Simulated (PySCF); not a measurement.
```xyz
7

O     -1.3782    -0.7634     0.2239
Ga     0.1061     0.1943    -0.0812
O      1.7638    -0.4629    -0.1047
O     -0.0809     1.9348    -0.3856
H     -1.2221    -1.7017     0.3814
H      1.8047    -1.4098     0.0726
H     -1.0075     2.2034    -0.3568
```

Charge 0, multiplicity 1.

Problem. Give the Mulliken and meta-Löwdin atomic charges from TPSSh-D3(BJ)/def2-TZVP in PySCF.

Solution. 
```json
[
 {"atom": "O1", "Mulliken (e)": "-0.55", "meta-Löwdin (e)": "-0.72"},
 {"atom": "Ga2", "Mulliken (e)": "0.68", "meta-Löwdin (e)": "1.10"},
 {"atom": "O3", "Mulliken (e)": "-0.53", "meta-Löwdin (e)": "-0.70"},
 {"atom": "O4", "Mulliken (e)": "-0.54", "meta-Löwdin (e)": "-0.70"},
 {"atom": "H5", "Mulliken (e)": "0.31", "meta-Löwdin (e)": "0.34"},
 {"atom": "H6", "Mulliken (e)": "0.31", "meta-Löwdin (e)": "0.34"},
 {"atom": "H7", "Mulliken (e)": "0.32", "meta-Löwdin (e)": "0.34"}
]
```
